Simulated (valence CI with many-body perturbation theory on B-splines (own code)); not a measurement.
**Gd13+: electric-dipole lines**

Computed by configuration interaction combined with many-body perturbation theory (CI+MBPT): five valence electrons over a frozen Dirac-Fock core [Kr] 4d10, a basis of 7 s, 7 p, 7 d, 7 f, 4 g, 2 h functions for each j, with the one-electron correlation potential Σ1 (screened to all orders), the two-electron term Σ2, the three-electron term Σ3, Breit, model QED; selected single and double excitations, second order for the rest, scaled by the run's own slope (own B-spline code, finite nucleus).

No measured levels were compared; by estimate terms of the open shell hold to a few per cent of their energy, and close levels can change places; configurations with another count of f electrons can be misplaced by thousands of cm⁻¹. Core correlation moves these levels by up to 46000 cm⁻¹, and in measured spectra 5 to 20 % of such shifts remained as error; rates that hang on mixing are uncertain with them. Among the levels kept, up to 740 cm⁻¹ of a level comes from second order outside the variational space, and about a tenth of that is noise between levels of different J, which matters for small intervals. The lowest computed level is not the ground level that NIST lists (6H°5/2, for many ions itself from theory).

Lines 101 to 136 of 136 in falling wavelength, among levels below 64579 cm⁻¹, chosen from the strongest by gf and those to the six lowest levels. Wavelengths and rates use the calculated energies, so an error of 2000 cm⁻¹ moves a line at 303.1 nm by 6.1 % and its rate by three times that or more. Electric multipoles are in the length gauge, E1 and E2 with the static RPA response of the core. Weak lines are less certain than strong ones. Lines between different terms over intervals too small for the method are left out, as are lines whose strength nearly cancels. The highest levels of a list are the least certain.

Names give the largest LS component (configuration and term), which can be under half, so a name can repeat, a term be missing and a line seem to break the LS rules; names also repeat where a configuration has a term twice. Letters in brackets count levels of one name in rising energy.

| λ vac (nm) | Upper | Lower | A (s⁻¹) | log gf | Branch % |
| --- | --- | --- | --- | --- | --- |
| 303.1 | 4f4 5s 6I_15/2 | 4f3 5s2 4I°_15/2 | 1.77e+00 | -7.41 | 48.0 |
| 298.9 | 4f4 5s 6F_3/2 | 4f3 5s2 4S°_3/2 | 1.03e-01 | -9.26 | 0.2 |
| 290.9 | 4f4 5s 6F_5/2 | 4f3 5s2 4F°_7/2 | 2.19e-01 | -8.78 | 0.2 |
| 290.7 | 4f4 5s 6F_5/2 | 4f3 5s2 4S°_3/2 | 2.79e-01 | -8.67 | 0.3 |
| 290.1 | 4f4 5s 6F_9/2 | 4f3 5s2 4F°_9/2 | 2.21e+00 | -7.55 | 0.5 |
| 288.1 | 4f4 5s 6I_9/2 | 4f3 5s2 4I°_11/2 | 1.63e+00 | -7.69 | 62.1 |
| 286.1 | 4f4 5s 6I_13/2 | 4f3 5s2 4I°_13/2 | 5.68e-01 | -8.01 | 16.7 |
| 280.4 | 4f4 5s 4I_9/2 | 4f3 5s2 2H°_9/2 [a] | 1.06e+02 | -5.90 | 62.6 |
| 278.8 | 4f4 5s 6F_7/2 | 4f3 5s2 4F°_7/2 | 3.32e+00 | -7.51 | 1.8 |
| 278.5 | 4f4 5s 6I_17/2 | 4f3 5s2 4I°_15/2 | 9.51e-01 | -7.70 | 42.5 |
| 274.0 | 4f4 5s 6F_5/2 | 4f3 5s2 4F°_5/2 | 1.87e+00 | -7.90 | 2.0 |
| 273.9 | 4f4 5s 6S_5/2 | 4f3 5s2 4F°_7/2 | 2.14e-02 | -9.84 | 0.3 |
| 273.7 | 4f4 5s 6S_5/2 | 4f3 5s2 4S°_3/2 | 2.99e+00 | -7.70 | 45.4 |
| 269.5 | 4f4 5s 6I_11/2 | 4f3 5s2 4I°_11/2 | 5.23e-01 | -8.17 | 17.3 |
| 267.1 | 4f4 5s 6I_7/2 | 4f3 5s2 4I°_9/2 | 2.31e+00 | -7.70 | 95.8 |
| 266.0 | 4f4 5s 6F_9/2 | 4f3 5s2 4F°_7/2 | 9.28e+01 | -6.01 | 22.6 |
| 264.7 | 4f4 5s 6I_15/2 | 4f3 5s2 4I°_13/2 | 6.16e-02 | -8.99 | 1.7 |
| 263.8 | 4f4 5s 6F_1/2 | 4f3 5s2 4F°_3/2 | 2.64e-01 | -9.26 | 2.2 |
| 263.3 | 4f4 5s 6F_7/2 | 4f3 5s2 4F°_5/2 | 9.26e+00 | -7.11 | 5.0 |
| 260.5 | 4f4 5s 6F_3/2 | 4f3 5s2 4F°_3/2 | 5.92e+00 | -7.62 | 11.8 |
| 258.8 | 4f4 5s 6S_5/2 | 4f3 5s2 4F°_5/2 | 3.91e-01 | -8.63 | 5.9 |
| 255.9 | 4f4 5s 6F_7/2 | 4f3 5s2 2H°_9/2 [a] | 2.30e+00 | -7.74 | 1.2 |
| 254.3 | 4f4 5s 4I_11/2 | 4f3 5s2 2H°_9/2 [a] | 1.94e+01 | -6.65 | 22.1 |
| 254.3 | 4f4 5s 6F_5/2 | 4f3 5s2 4F°_3/2 | 2.09e+00 | -7.92 | 2.2 |
| 251.5 | 4f4 5s 6I_13/2 | 4f3 5s2 4I°_11/2 | 5.21e-02 | -9.16 | 1.5 |
| 245.0 | 4f4 5s 6F_9/2 | 4f3 5s2 2H°_9/2 [a] | 7.51e+01 | -6.17 | 18.3 |
| 241.2 | 4f4 5s 6S_5/2 | 4f3 5s2 4F°_3/2 | 9.59e-01 | -8.30 | 14.6 |
| 238.8 | 4f4 5s 6I_11/2 | 4f3 5s2 4I°_9/2 | 1.23e-01 | -8.90 | 4.1 |
| 192.1 | 4f4 5s 4I_11/2 | 4f3 5s2 4I°_13/2 | 1.90e+00 | -7.90 | 2.2 |
| 188.0 | 4f4 5s 4I_9/2 | 4f3 5s2 4I°_11/2 | 1.53e-03 | -11.09 | 0.0 |
| 175.9 | 4f4 5s 4I_11/2 | 4f3 5s2 4I°_11/2 | 1.14e+01 | -7.20 | 13.0 |
| 172.5 | 4f4 5s 4I_9/2 | 4f3 5s2 4I°_9/2 | 3.97e+00 | -7.75 | 2.3 |
| 171.3 | 4f4 5s 6F_9/2 | 4f3 5s2 4I°_11/2 | 6.33e-04 | -11.56 | 0.0 |
| 162.9 | 4f4 5s 6F_7/2 | 4f3 5s2 4I°_9/2 | 4.11e-01 | -8.88 | 0.2 |
| 162.3 | 4f4 5s 4I_11/2 | 4f3 5s2 4I°_9/2 | 9.90e+00 | -7.33 | 11.3 |
| 158.4 | 4f4 5s 6F_9/2 | 4f3 5s2 4I°_9/2 | 4.00e-01 | -8.82 | 0.1 |

Task: How does gf follow from A for the line at 162.9 nm?

Result: gf = 1.4992 × (2J+1)_upper × A / σ², with σ = 61391 cm⁻¹ and 2J+1 = 8: gf = 1.31e-09.
